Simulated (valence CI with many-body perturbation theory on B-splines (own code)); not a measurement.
Sensitivity of CI+MBPT for Gd⁵⁷⁺

Computed by configuration interaction combined with many-body perturbation theory (CI+MBPT): five valence electrons over a frozen Dirac-Fock core [He], a basis of 6 s, 6 p, 5 d, 3 f, 1 g functions for each j, with the one-electron correlation potential Σ1, the two-electron term Σ2, the three-electron term Σ3, Breit, model QED; selected CI, second order for the rest, scaled by the run's own slope (own B-spline code, finite nucleus).

No measured spectrum was set against this ion. As an estimate, large intervals hold to a few tenths of a per cent, small ones and those within an open d or f shell to about a per cent. Among the levels kept, up to 1800 cm⁻¹ of a level comes from second order outside the variational space, and about a tenth of that is noise between levels of different J, which matters for small intervals.

The reference run has the lowest level (2s^2 2p1/2^2 2p3/2) J=3/2 and an ionisation energy of 12147.8 eV. Its largest variational space holds 10000 state functions.

Levels are named by their leading jj configuration (3d3/2^4 stands for four electrons in 3d with j = 3/2), which in mixed levels can hold well under half, so a name can repeat and another be missing. Letters in brackets count levels of one name in rising energy.

Changed runs:
A. logarithmic knot step 0.27 → 0.33; Breit term on → off; QED terms on → off
B. selection threshold (hartree) 2e-08 → 1e-06
C. scale of Σ1 1 → 0.8; factor on the speed of light 1 → 100; QED terms on → off
D. Davidson tolerance 2e-05 → 0.03 (bad on purpose)

Excitation energies of the reference run in cm⁻¹, and shifts in cm⁻¹:

```tsv
Level	Reference	A	B	D
(2s^2 2p1/2 2p3/2^2) J=3/2	5703610	+71932	0	0
(2s^2 2p1/2 2p3/2^2) J=5/2	5882550	+123323	0	0
(2s^2 2p1/2 2p3/2^2) J=1/2	6214920	+59021	0	+0.1
(2s 2p1/2^2 2p3/2^2) J=5/2	7942700	+108885	0	+0.1
(2s 2p1/2^2 2p3/2^2) J=1/2	8643300	+57638	-0.3	0
(2s 2p1/2^2 2p3/2^2) J=3/2	8655070	+92008	0	0
(2s^2 2p3/2^3) J=3/2	11931200	+149952	0	0
(2s 2p1/2 2p3/2^3) J=3/2 [a]	13833600	+153176	0	0
(2s 2p1/2 2p3/2^3) J=5/2	14136700	+204429	0	0
(2s 2p1/2 2p3/2^3) J=1/2	14540000	+151685	-0.5	0
(2s 2p1/2 2p3/2^3) J=3/2 [b]	14619600	+181493	0	+0.1
(2p1/2^2 2p3/2^3) J=3/2	17091300	+168344	0	0
Ionisation energy (eV)	12147.8	+10.1	0	0
```

Run C ends with another lowest level, (2s^2 2p1/2 2p3/2^2) J=3/2, and an ionisation energy of 12078.9 eV.
